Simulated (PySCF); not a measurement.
# Stationary points of HVO₂

Computed with PBE0/[V def2-TZVP, O def2-TZVP, H def2-TZVP], no relativity, density fitting, PySCF.

Relaxations began from a few typed shapes. The search is not exhaustive: other isomers or separated fragments can lie lower, and high-lying points may rest on an excited occupation.

(1) Which is the lowest minimum found?
A. singlet Cs: V–H 1.638 Å, V–O 1.570 Å (×2); H–V–O 105.8° (×2), O–V–O 109.7°
B. singlet C2v: V–H 1.685 Å, V–O 1.572 Å (×2); H–V–O 122.9° (×2), O–V–O 114.2°

Answers

(1) A. The others lie at 30.1 (singlet C2v, a saddle point) kJ/mol above it.
